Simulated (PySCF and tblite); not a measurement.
Values are calculated unless marked as measured or tabulated.
**C₃H₅F₃O₂S, numbered as in [CH3:1][S:2](=[O:3])(=[O:4])[CH2:5][C:6]([F:7])([F:8])[F:9]: conformational analysis**

The ensemble was built from 200 distance-geometry starts (ETKDG and KDG, MMFF94s, GFN2-xTB) and rests on GFN2-xTB geometries. Weights use PBE0-D3(BJ)/pcSseg-1 energies plus GFN2-xTB zero-point and thermal terms (modes under about 100 cm⁻¹ blended into free rotors). Symmetry numbers and mirror images are counted. Conformers within 2.5 kcal/mol (GFN2-xTB free energy) were kept, 4 at most. GIAO shieldings: PBE0/pcSseg-1. Shifts are against TMS (¹H), TMS (¹³C), CFCl3 (¹⁹F) at the same level. Programs: PySCF with density fitting and tblite.

Torsions listed: O3–S2–C5–C6. Of a mirror pair one member is shown.

```
conformer  shape   symmetry  E(GFN2) kcal/mol  E(DFT) kcal/mol  G(298.15 K) kcal/mol  weight %  dipole D
        1   157°  C1 (pair)              0.00             0.00                  0.00      97.7      2.84
        2   -42°  C1 (pair)              1.42             2.42                  2.21       2.3      5.55
```

Weights (%) against temperature:

```
 T (K)     1    2  S(mix) cal/mol/K
   250  98.9  1.1              1.50
298.15  97.7  2.3              1.60
   350  95.9  4.1              1.72
```

Averaged shifts at 298.15 K. ¹H: 3.60 (H5, 2H), 2.97 (H1, 3H) ppm. ¹³C: 131.9 (C6), 67.6 (C5), 48.2 (C1) ppm. ¹⁹F: -73.2 (F7/F8/F9) ppm.

Coordinates of conformer 1 (Å):

```xyz
14

C     1.521    0.108    0.872
S     0.940   -0.378   -0.766
O     1.414   -1.698   -1.055
O     1.210    0.663   -1.706
C    -0.906   -0.548   -0.636
C    -1.524    0.546    0.186
F    -2.847    0.650   -0.001
F    -1.005    1.751   -0.071
F    -1.350    0.339    1.505
H     2.603    0.046    0.839
H     1.128   -0.587    1.602
H     1.210    1.125    1.071
H    -1.271   -0.496   -1.660
H    -1.122   -1.521   -0.203
```

Unscaled ¹⁹F shifts at such levels can be off by tens of ppm; differences between conformers or isomers are more reliable. Shifts are unscaled: against experiment ¹³C can be off by 15 ppm or more and ¹H by 0.8 ppm.

Search and properties took 88 s on 1 thread of Arm Neoverse N1, shared host (rough), launched as `OMP_NUM_THREADS=1 python ens_run.py task.json out`.


Conformer gaps in pcSseg-1 on xTB geometries can be 2 kcal/mol off for S=O, P=O and other polar bonds.